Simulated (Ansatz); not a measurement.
Task: Name a neutral molecule of C, I, N, Zr and H with HOMO energy (ωB97M-V/def2-TZVPP) between -9.45 and -9.15 eV and HOMO–LUMO gap (PBE/def2-TZVPP) between 2.70 and 3.00 eV (Ansatz, PBE0-D4/def2-TZVP geometry).

Result: `C[N](C)[Zr]([I])([I])[I]` (-9.37 eV, 2.95 eV). Other molecules can fit too; these were computed, each in one conformer that needn't be the lowest.
